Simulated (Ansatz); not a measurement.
A CCSD(T) single point on CH4ClO2Sc (`C[O][Sc]([OH])[Cl]`).

```yaml
crystal:
  periodic: [false, false, false]
  atoms:
    - {symbol: C, position_ang: [1.008378, 1.195998, 0.964298]}
    - {symbol: O, position_ang: [0.226208, 0.460846, 0.084158]}
    - {symbol: Sc, position_ang: [-0.797109, -0.602729, -1.017363]}
    - {symbol: O, position_ang: [-1.220711, -2.328018, -0.493420]}
    - {symbol: Cl, position_ang: [-1.524972, 0.250618, -3.058926]}
    - {symbol: H, position_ang: [1.662191, 1.885519, 0.418668]}
    - {symbol: H, position_ang: [1.635591, 0.537608, 1.576338]}
    - {symbol: H, position_ang: [0.379198, 1.788387, 1.638269]}
    - {symbol: H, position_ang: [-1.368764, -3.188240, -0.112013]}
basis:
  gaussian: {orbitals: def2-TZVPP}
correlation: {method: ccsd_t}
output: {orbitals: {seedname: orbitals}}
```

```sh
$ ansatz run in.yaml --threads 4 --pin off --events-out ev --progress --plain --max-ram 10444MiB
```

The program prints (abridged):

```
Functional definition: HF
1590 factors; integrals over basis functions are off by at most 8.2e-4 eV
mean field evaluation 1: about -38347.8826 eV, gradient 6.0e1 eV
mean field evaluation 2: about -38348.0539 eV, gradient 6.0e1 eV
mean field evaluation 4: about -38354.6095 eV, gradient 3.4e0 eV
mean field evaluation 8: about -38354.6789 eV, gradient 3.4e-1 eV
mean field -38354.67938071 eV, -1409.5084695056 hartree, gradient 5.3e-6 eV, S^2 0.000000; 0 other end points of the search recorded, 0 dependent functions left out
13 core orbitals not correlated: weight in the atoms' cores, before any rotation towards them, 1.000 or more for the frozen orbitals, at most 0.000 for the correlated occupied ones
reference -38354.67938071 eV, -1409.5084695056 hartree; 19, 19 occupied and 223, 223 virtual orbitals, 1590 factors
second order -31.00916248 eV of doubles, -0.00000000 eV of singles
cycle   1  -31.17189842 eV  change   -1.6e-1 eV  update   1.5e-1
cycle   2  -31.84960468 eV  change   -6.8e-1 eV  update   5.7e-2
cycle   3  -32.07818147 eV  change   -2.3e-1 eV  update   2.9e-2
cycle   4  -32.07415746 eV  change    4.0e-3 eV  update   9.0e-3
cycle   5  -32.06334771 eV  change    1.1e-2 eV  update   4.0e-3
cycle   6  -32.06465803 eV  change   -1.3e-3 eV  update   1.4e-3
cycle   7  -32.06452430 eV  change    1.3e-4 eV  update   4.8e-4
cycle   8  -32.06427651 eV  change    2.5e-4 eV  update   1.6e-4
cycle   9  -32.06432983 eV  change   -5.3e-5 eV  update   7.2e-5
cycle  10  -32.06438122 eV  change   -5.1e-5 eV  update   2.5e-5
cycle  11  -32.06434176 eV  change    3.9e-5 eV  update   1.0e-5
perturbative correction -1.25922074 eV, -0.0462755085 hartree
Total energy: -38388.00294321 eV, -1410.7330878398 hartree
```

Hardware: 4 threads of an Intel Xeon on a shared host. Wall time 2.8 min, peak host memory 6 GiB.

MP2 recovers 93.1 % of the CCSD(T) correlation energy and the triples give 3.8 %; T1 = 0.0154.
